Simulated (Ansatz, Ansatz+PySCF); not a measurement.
| atom | x (Å) | y (Å) | z (Å) |
| --- | --- | --- | --- |
| S | 0.0000 | 0.0000 | 0.0000 |
| F | 0.0000 | 0.0000 | 1.6810 |

Basis set: def2-SVP (spherical functions). Left uncorrelated: 6 orbitals. Correlation on ROHF uses semicanonical orbitals with singles. Charge 0, multiplicity 2.

Computed with Ansatz (development build ahead of 0.2.0); each method stands on the lowest determinant of its kind that the runs found.

Q: Give the atomization energy at this shape (free ground-state atoms in the same class of orbitals less the molecule, no zero-point energy) of doublet SF by ROHF-CCSD(T), ROHF-MP2, ROHF, UHF.

A:

| method | atomization energy |
| --- | --- |
| ROHF-CCSD(T) | 65.95 kcal/mol |
| ROHF-MP2 | 70.00 kcal/mol |
| ROHF | 26.51 kcal/mol |
| UHF | 24.65 kcal/mol |
